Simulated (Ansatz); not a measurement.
C3H10O3Si2, SMILES `C=C[Si@@H](O)O[Si@@H](C)O` from Hartree–Fock to CCSD(T)

```csv
atom,x (Å),y (Å),z (Å)
C1,1.214,2.491,-1.870
C2,0.369,1.465,-1.944
Si3,0.743,-0.193,-1.223
O4,2.106,0.001,-0.305
O5,-0.497,-0.700,-0.294
Si6,-0.975,-0.487,1.267
C7,-2.070,-1.880,1.787
O8,0.340,-0.478,2.250
H9,0.980,3.466,-2.289
H10,2.177,2.394,-1.378
H11,-0.586,1.616,-2.444
H12,0.978,-1.241,-2.246
H13,2.692,-0.755,-0.241
H14,-1.684,0.820,1.333
H15,-1.546,-2.834,1.701
H16,-2.966,-1.919,1.162
H17,-2.384,-1.753,2.826
H18,1.108,-0.012,1.907
```

Charge 0, multiplicity 1. The structure was optimised at the PBE0-D4/def2-TZVP level. It is one conformer, not always the lowest. Frozen core, restricted reference, Ansatz 0.2.0. CBS rows extrapolate triple and quadruple zeta; past MP2 they add the triple-zeta difference.

| basis | HF (Eh) | MP2 corr. | CCSD corr. | (T) | CCSD(T) total |
| --- | --- | --- | --- | --- | --- |
| def2-TZVPP | ? | ? | -1.50506 | -0.05815 | ? |
| def2-QZVPP | -922.31238 | -1.55879 | – | – | – |
| CBS(def2) | ? | ? | -1.69587 | as TZ | ? |

Question: Fill in the withheld values. (Best estimate.)

Answer: Computed: def2-TZVPP HF (Eh): -922.27683; def2-TZVPP MP2 corr.: -1.44917; def2-TZVPP CCSD(T) total: -923.84004; CBS(def2) HF (Eh): -922.31728; CBS(def2) MP2 corr.: -1.63999; CBS(def2) CCSD(T) total: -924.07130.
